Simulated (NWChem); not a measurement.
Molecule: SiNH5; SMILES N[SiH3]

All runs: NWChem. Pople sets run with spherical d functions. Geometry: optimised at B3LYP/6-31G* (spherical d). Ions are spin-unrestricted doublets at the neutral geometry; other ion states weren't tried.

For level PBE/6-31+G*:

vertical ionisation energy, ΔSCF (eV): 9.65
−ε(HOMO) (eV): 5.98

What are these values for level B3LYP/6-31+G*?

The vertical ionisation energy, ΔSCF (eV) comes out as 9.86 and the −ε(HOMO) (eV) is 7.16.
